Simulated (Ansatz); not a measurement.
InSi20H32⁻, a doped nanocrystal cut from the lattice of silicon (In on an inner site). The state is a triplet with charge -1. Geometry PBE-D4/def2-SVP, that of the neutral doublet; atoms count from 1.

Cartesian coordinates in Å:
```
Si -1.3331 -3.4264 -2.0334
Si 2.4109 -2.0422 -2.4162
Si 1.1273 1.1752 -3.8584
Si 0.6519 -3.7236 1.4131
In -0.4120 -0.2921 -0.3077
Si -2.1366 -1.8411 3.0662
Si 1.3502 -0.2538 3.1916
Si 3.1300 1.4196 -0.6306
Si 1.5267 4.5792 -1.9502
Si -0.0398 2.9847 1.2521
Si -1.5480 1.7107 4.6106
Si -0.9176 -4.6716 -0.0699
Si 0.5925 -3.1932 -3.3833
Si -2.4504 -1.3770 -1.6039
Si 1.6194 0.0889 -1.8334
Si 0.3248 3.3748 -3.5829
Si -0.1126 -1.5619 1.9071
Si -1.7562 1.9609 -0.0256
Si -3.1198 0.1988 3.7162
Si 0.4068 1.9049 3.3062
Si 1.9424 3.3509 0.0199
H -2.3104 -4.2477 -2.8559
H 3.5316 -1.9894 -3.4269
H 2.8979 -2.7955 -1.2057
H 0.1064 0.3752 -4.6312
H 2.3831 1.2379 -4.6956
H 2.0078 -3.6922 0.7571
H 0.7389 -4.5930 2.6443
H -3.1104 -2.5961 2.1934
H -1.9002 -2.6725 4.3042
H 2.7130 -0.2158 2.5499
H 1.5046 -0.7598 4.6063
H 4.3063 1.8647 -1.4670
H 3.6538 0.6773 0.5711
H 2.8713 4.9321 -2.5407
H 0.8076 5.8667 -1.6306
H -0.5561 4.3628 1.6253
H -1.1312 1.1953 5.9675
H -2.1892 3.0631 4.8029
H -0.4605 -6.0363 -0.5273
H -2.2302 -4.8460 0.6528
H 0.9959 -4.5969 -3.7685
H 0.1825 -2.4733 -4.6446
H -2.8301 -0.6677 -2.8778
H -3.6750 -1.5752 -0.7497
H 0.4342 4.1131 -4.8956
H -1.1337 3.3333 -3.2099
H -3.0449 1.8633 0.7439
H -2.0003 2.7002 -1.3124
H -3.7956 0.8249 2.5251
H -4.1842 -0.0604 4.7551
H 1.3513 2.8343 4.0368
H 2.8092 4.2081 0.9163
```

In the def2 sets In takes a core potential; there is no spin–orbit coupling. Single mean-field runs in def2-SVP are fitted with def2-universal-jkfit. The highest occupied level of the charge -1 triplet lies above zero (up to 0.33 eV). By energy differences its removal costs 0.68 eV (vertical, to the charge 0 doublet, at PBE0-D4/def2-SVP); self-interaction error and the lack of diffuse functions both raise the level. At PBE0-D4/def2-SVP a singlet of charge -1 lies 3.67 eV below the triplet, each at its own geometry.

Question: Estimate the Mulliken populations of the heavy atoms from the PBE0/def2-SVP orbitals of Ansatz.

Answer: 
```csv
atom,charge (e),spin (α − β)
Si1,-0.17,0.12
Si2,0.09,0.05
Si3,0.09,0.01
Si4,0.10,0.05
In5,0.26,0.71
Si6,0.08,0.01
Si7,0.11,0.05
Si8,0.11,0.05
Si9,0.08,0.02
Si10,-0.10,0.09
Si11,0.08,0.01
Si12,0.11,-0.02
Si13,0.11,-0.02
Si14,0.06,0.38
Si15,-0.36,-0.05
Si16,0.04,0.00
Si17,-0.36,-0.05
Si18,0.03,0.34
Si19,0.04,0.00
Si20,-0.05,0.00
Si21,-0.04,-0.01
```
Mulliken values and Mayer orders depend strongly on the basis.

Question: Where does the spin sit?

Answer: Summed by element: Si 1.02, In 0.71, H 0.27, of 2 unpaired in all. Largest on single atoms: In5 0.71, Si14 0.38, Si18 0.34.

Question: And the Mayer bond orders between bonded heavy atoms (over 0.3)?

Answer: Si1–Si12 0.95 (2.36 Å); Si1–Si13 0.95 (2.36 Å); Si1–Si14 0.93 (2.37 Å); Si2–Si13 0.96 (2.36 Å); Si2–Si15 0.97 (2.35 Å); Si3–Si15 0.96 (2.35 Å); Si3–Si16 0.96 (2.36 Å); Si4–Si12 0.96 (2.36 Å); Si4–Si17 0.97 (2.35 Å); In5–Si14 0.46 (2.65 Å); In5–Si15 0.77 (2.57 Å); In5–Si17 0.78 (2.57 Å); In5–Si18 0.49 (2.64 Å); Si6–Si17 0.97 (2.35 Å); Si6–Si19 0.96 (2.36 Å); Si7–Si17 0.96 (2.35 Å); Si7–Si20 0.95 (2.36 Å); Si8–Si15 0.97 (2.35 Å); Si8–Si21 0.95 (2.36 Å); Si9–Si16 0.96 (2.36 Å); Si9–Si21 0.95 (2.36 Å); Si10–Si18 0.94 (2.37 Å); Si10–Si20 0.94 (2.36 Å); Si10–Si21 0.94 (2.36 Å); Si11–Si19 0.96 (2.36 Å); Si11–Si20 0.95 (2.36 Å).
